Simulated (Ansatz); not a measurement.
```yaml
crystal:
  periodic: [false, false, false]
  atoms:
    - {symbol: N, position_ang: [4.065646, -2.779482, 3.261436]}
    - {symbol: C, position_ang: [1.723427, -1.386766, 2.927185]}
    - {symbol: F, position_ang: [1.057792, 0.644215, 4.988466]}
    - {symbol: Si, position_ang: [-1.169072, -1.531061, -0.092601]}
    - {symbol: Ge, position_ang: [-1.364689, 3.089392, -2.546390]}
    - {symbol: H, position_ang: [4.364265, -4.250104, 1.604422]}
    - {symbol: H, position_ang: [-0.261600, -3.941214, -2.106218]}
    - {symbol: H, position_ang: [-4.045721, -2.250541, 1.278150]}
    - {symbol: H, position_ang: [-2.185248, 5.521621, -0.354316]}
    - {symbol: H, position_ang: [1.645742, 3.783500, -3.914416]}
    - {symbol: H, position_ang: [-3.687101, 2.975265, -5.000615]}
basis:
  gaussian: {orbitals: ANO-RCC-VTZP, fitting: {mean_field: cc-pVTZ-jkfit}}
hamiltonian: {xc: {name: RPBE}, dispersion: d3bjatm}
```

```sh
$ ansatz run in.yaml --threads 4 --pin off --events-out ev --progress --plain --max-ram 10444MiB
```

Output, abridged:

```
Functional definition: RPBE
745 factors; integrals over basis functions are off by at most 5.1e-1 eV
mean field evaluation 1: about -70247.6702 eV, gradient 1.3e2 eV
mean field evaluation 2: about -69457.4929 eV, gradient 3.0e2 eV
mean field evaluation 4: about -69800.7641 eV, gradient 1.8e2 eV
mean field evaluation 8: about -70312.4989 eV, gradient 7.4e0 eV
mean field evaluation 16: about -70313.4692 eV, gradient 1.7e0 eV
mean field evaluation 32: about -70313.4923 eV, gradient 1.7e-5 eV
mean field -70313.49227814 eV, -2583.9731810247 hartree, gradient 1.6e-6 eV, S^2 0.000000; 10 other end points of the search recorded, 0 dependent functions left out
reference -70313.49243607 eV, -2583.9731868285 hartree; 37, 37 occupied and 214, 214 virtual orbitals, 745 factors
Total energy: -70313.79206926 eV, -2583.9841981451 hartree
Relativity: scalar
```

What is wrong with this run?

The geometry is stretched to more than twice its size. The calculation finished and met its thresholds. The result belongs to that input, not to the molecule as meant.
